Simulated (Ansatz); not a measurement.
`O[SiH](O)N[Si](F)(F)F` + `FBF` → `FB(F)[Si](F)(F)F` + `N[SiH](O)O`  (formal exchange of groups at the Si–N bond)

Calculated with Ansatz (gas phase, PBE0-D4/def2-TZVP geometries, no zero-point term in ΔE). CCSD(T)/CBS is the MP2 limit (def2-TZVPP, def2-QZVPP) plus CCSD(T) − MP2 in def2-TZVPP, frozen cores. This one scheme is used for every species. DFT in def2-TZVPP. B3LYP here is the variant with VWN-RPA as its local correlation; programs differ in this. HSE06 is defined as in plane-wave codes. One conformer a species, not always the lowest.

`O[SiH](O)N[Si](F)(F)F`:

Cartesian coordinates in Å:
```
O -0.508 1.411 -1.144
Si -0.732 -0.193 -0.956
O -0.100 -1.152 -2.122
N 0.094 -0.687 0.475
Si 0.671 0.278 1.723
F 1.571 1.460 1.183
F 1.540 -0.594 2.704
F -0.462 0.968 2.569
H 0.386 1.761 -1.122
H -2.197 -0.357 -0.903
H -0.580 -1.224 -2.948
H 0.317 -1.670 0.542
```

`FBF`:

Z-matrix (Å, degrees):
```
B
F 1 1.313
F 1 1.313 2 118.1
H 1 1.191 2 121.0 3 180.0
```

`FB(F)[Si](F)(F)F`:

Z-matrix (Å, degrees):
```
Si
F 1 1.577
B 1 2.028 2 110.8
F 1 1.577 2 107.8 3 -121.3
F 1 1.575 2 107.8 3 122.4
F 3 1.313 1 120.5 2 -59.9
F 3 1.312 1 121.6 2 120.1
```

`N[SiH](O)O`:

Z-matrix (Å, degrees):
```
Si
O 1 1.639
O 1 1.639 2 116.1
N 1 1.714 2 107.1 3 -119.6
H 1 1.475 2 104.4 3 114.2
H 2 0.959 1 117.1 3 74.9
H 3 0.959 1 117.0 2 -75.2
H 4 1.008 1 119.6 2 171.6
H 4 1.008 1 119.6 2 -46.2
```

```csv
level,ΔE (kJ/mol)
BLYP-D4,113.7
PBE0-D4,116.6
HSE06-D4,116.5
r2SCAN,122.2
B3LYP,114.4
r2SCANh,124.7
HSE06,112.0
CAM-B3LYP,120.6
```

Q: What does CCSD(T)/CBS give? (An estimate is asked.)

A: Computed: +125.6 kJ/mol. The listed levels differ from it by -11.9, -9.0, -9.1, -3.4, -11.2, -0.9, -13.6, -5.0 kJ/mol.

Largest T1 diagnostic among the species: 0.013.

Leaving LDA and LC-ωPBE aside and taking each functional with its dispersion term where it has one, the values, not all of them listed here, spread over 30.6 kJ/mol, from PBE-D4 to BHLYP-D4. LDA lies +11.2 kJ/mol from PBE without D4. At CCSD(T), def2-SVP lies +9.0 kJ/mol from the extrapolated value and def2-TZVPP +0.5 kJ/mol.
